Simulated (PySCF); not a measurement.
**Question.** Give a PBE0-D3(BJ)/def2-SVP geometry of InChI=1S/C5H6ClF3O/c1-3(4(6)10)2-5(7,8)9/h3H,2H2,1H3/t3-/m0/s1.

**Answer.** 
Z-matrix in Å and degrees, rows numbered from 1:
```
C 
C   1  1.5318
C   2  1.5243  1  111.79
C   3  1.5071  2  113.36  1  -159.63
F   4  1.3332  3  111.02  2  -177.00
F   4  1.3366  3  112.26  2   -56.31
F   4  1.3406  3  111.09  2    63.43
C   2  1.5152  1  108.39  3   122.16
O   8  1.1821  2  126.94  1   -98.45
Cl  8  1.7875  2  112.02  1    78.21
H   1  1.1006  2  110.78  3   -57.25
H   1  1.0985  2  110.91  3  -177.79
H   1  1.0995  2  109.90  3    62.47
H   2  1.1010  1  108.41  3  -121.42
H   3  1.0994  2  110.05  1   -40.47
H   3  1.0994  2  110.49  1    78.77
```

The C–C distances run from 1.507 Å (C3–C4, drawn single) to 1.532 Å (C1–C2, drawn single), a spread of 0.025 Å. Of the pairs four or more bonds apart, O9···H16 is among the closest relative to their van der Waals radii: 2.51 Å, 92 % of the sum of Bondi's values.

Computed with PySCF 2.14.0, PBE0-D3(BJ)/def2-SVP geometry optimisation, gas phase.

Point group: C1 (no symmetry element, even within 0.4 Å). Stationary, but not proved a minimum. One conformer, not necessarily the lowest (C1–C2–C3–C4 -160°, C1–C2–C8–O9 -98°).

The run took 2.5 min wall on an Arm Neoverse V1 with one thread, shared host with 32 logical CPUs at a one-minute load of 24, and the process peaked at 0.74 GiB of memory. These figures are those of the optimisation.
